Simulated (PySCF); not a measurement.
From one molecule to another.

First species: C₃H₁₁NOSi₃.
SMILES: `N#CC[SiH2]C[SiH2]O[SiH3]`

Second species: C9H6ClOP.
Bonds: Cl1–C2, C2–P3 (aromatic), P3–C4 (aromatic), C4–O5 (aromatic), O5–C6 (aromatic), C6–C7, C7–C8 (aromatic), C8–C9 (aromatic), C9–C10 (aromatic), C10–C11 (aromatic), C11–C12 (aromatic), C2–C6 (aromatic), C7–C12 (aromatic). Hydrogens: H13 on C4; H14 on C8; H15 on C9; H16 on C10; H17 on C11; H18 on C12.

Levels: PBE0/pcSseg-1 for dipole moment, HOMO energy, LUMO energy and HOMO–LUMO gap; GFN2-xTB for rotational constant A and rotational constant C. Geometries: GFN2-xTB. All species are isolated and taken at one optimised geometry, non-relativistic unless stated. Electronic properties by PySCF.

Dipoles, sizes and rotational constants follow the conformer. The torsions of the flexible species, by atom-mapped SMILES:
- `[N:1]#[C:2][CH2:3][SiH2:4][CH2:5][SiH2:6][O:7][SiH3:8]`: C2–C3–Si4–C5 -177°, C3–Si4–C5–Si6 59°, Si4–C5–Si6–O7 176°
- `[Cl:1][c:2]1[p:3][cH:4][o:5][c:6]1-[c:7]1[cH:8][cH:9][cH:10][cH:11][cH:12]1`: O5–C6–C7–C8 180°

| property | column X | column Y |
| --- | --- | --- |
| dipole moment | 4.94 D | 1.88 D |
| HOMO energy | -8.57 eV | -6.56 eV |
| LUMO energy | -0.14 eV | -1.49 eV |
| HOMO–LUMO gap | 8.43 eV | 5.07 eV |
| rotational constant A | 4.588 GHz | 1.423 GHz |
| rotational constant C | 0.334 GHz | 0.372 GHz |

(1) Which column belongs to which species?

(2) How does each property change from the first species to the second?

Answers

(1) Column X is the first species and column Y the second. The first has 19 atoms and 86 electrons, the second 18 and 100.

(2) dipole moment -3.06 D; HOMO energy +2.01 eV; LUMO energy -1.35 eV; HOMO–LUMO gap -3.36 eV; rotational constant A -3.165 GHz; rotational constant C +0.038 GHz.

On the first: In atomic units the dipole is 1.95 e·bohr (1 au = 2.5417 D).

On the second: A dipole of 1.88 D is allowed in Cs, and pure rotational transitions are dipole-allowed. The dipole equals about 6.3 × 10⁻³⁰ C·m (1 D = 3.33564 × 10⁻³⁰ C·m). GFN2-xTB frequencies show an imaginary mode (33i cm⁻¹), so this geometry is no minimum at that level.
